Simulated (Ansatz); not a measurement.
A nudged elastic band was laid between two geometries of a periodic cell of 13 atoms, Mg12F (surface Mg(0001), adsorbate F).

Theory: Ansatz 0.2.0, DFT PBEsol, scalar-relativistic, plane waves, PAW. Settings: cutoff 420 eV, k mesh 4x4x1, gaussian smearing 0.1 eV, no spin polarisation.

| Item | Value |
| --- | --- |
| movable images | 5 |
| climbing image | yes |
| spring | 2.0 to 10.0 eV/Å², energy-weighted |
| optimiser | quadratic models (default) |
| start path | IDPP |
| force threshold | 0.03 eV/Å |
| iteration limit | 63 |
| end points | relaxed |
| atoms held | 1 to 4 |

Image 0:

```xyz
13
Lattice="6.4200 0.0000 0.0000 3.2100 5.5599 0.0000 0.0000 0.0000 18.2130" Properties=species:S:1:pos:R:3
Mg 0.000 0.000 1.000
Mg 3.210 0.000 1.000
Mg 1.605 2.780 1.000
Mg 4.815 2.780 1.000
Mg 0.005 1.851 3.548
Mg 3.209 1.852 3.549
Mg 1.606 4.633 3.510
Mg 4.815 4.636 3.548
Mg 0.031 0.018 6.167
Mg 3.178 0.019 6.164
Mg 1.605 2.744 6.167
Mg 4.816 2.779 6.023
F 8.024 4.633 6.960
```

Image 6:

```xyz
13
Lattice="6.4200 0.0000 0.0000 3.2100 5.5599 0.0000 0.0000 0.0000 18.2130" Properties=species:S:1:pos:R:3
Mg 0.000 0.000 1.000
Mg 3.210 0.000 1.000
Mg 1.605 2.780 1.000
Mg 4.815 2.780 1.000
Mg 0.000 1.856 3.548
Mg 3.211 1.853 3.510
Mg 1.604 4.632 3.549
Mg 4.820 4.631 3.548
Mg 0.001 0.000 6.023
Mg 3.210 -0.036 6.167
Mg 1.573 2.799 6.164
Mg 4.846 2.797 6.167
F 9.629 1.853 6.960
```

Task: What changes between the two ends?

Result: Contacts lost: Mg9–F13. Contacts made: Mg12–F13. The atom that moves furthest is F13, by 3.21 Å; four of its nearest neighbours are Mg11 2.05, Mg9 2.05, Mg10 2.05, Mg7 3.45 Å at the first end and Mg10 2.05, Mg12 2.05, Mg11 2.05, Mg6 3.45 Å at the last.

Task: Give the energies along the band, and the barrier.

Result: It converged. The highest image is number 2 of 0 to 6, 0.190 eV above the ends, which have the same energy within 2 meV. The profile has 2 maxima (images 2, 5) with wells between them (image 3): this band takes more than one step, which may be the mechanism or a detour left from its start path. By the program's own check the climbing image is a first-order saddle point (lowest curvatures found: -0.33 and 0.16 eV/Å²). Limits of this set-up: coarse k mesh, thin slab, slab without dipole correction, odd electron count without spin.

```
image  path coordinate (Å)  energy (eV)  Mg9–F13 (Å)  Mg12–F13 (Å)
    0                 0.00        0.000         2.05          3.82
    1                 0.59        0.141         1.96          3.50
    2                 1.06        0.190         1.93          3.12
    3                 1.76        0.082         1.99          2.27
    4                 2.70        0.133         2.51          1.96
    5                 3.46        0.174         3.36          1.94
    6                 4.21        0.000         3.82          2.05
```

Task: What is the geometry of the highest image?

Result: 
```xyz
13
Lattice="6.4200 0.0000 0.0000 3.2100 5.5599 0.0000 0.0000 0.0000 18.2130" Properties=species:S:1:pos:R:3:forces:R:3
Mg 0.000 0.000 1.000 -0.02 -0.04 -0.03
Mg 3.210 0.000 1.000 0.01 0.00 0.02
Mg 1.605 2.780 1.000 0.02 0.04 -0.03
Mg 4.815 2.780 1.000 0.00 0.00 0.03
Mg 0.038 1.831 3.524 0.00 0.00 0.00
Mg 3.215 1.874 3.527 0.00 0.00 0.00
Mg 1.592 4.641 3.551 0.00 0.00 0.00
Mg 4.799 4.619 3.526 0.00 0.00 0.00
Mg 0.016 -0.004 6.196 0.00 0.00 0.00
Mg 3.128 0.048 6.011 0.00 0.00 0.00
Mg 1.617 2.769 6.197 0.00 0.00 0.00
Mg 4.888 2.738 6.008 0.00 0.00 0.00
F 8.838 4.164 7.271 0.00 0.00 0.00
```

The band took 10 iterations and about 40 core-minutes.

Time of the run: 11 min on 4 threads of Intel(R) Xeon(R) Platinum 8488C (Sapphire Rapids), with other jobs on the host, peak memory 3.1 GiB.
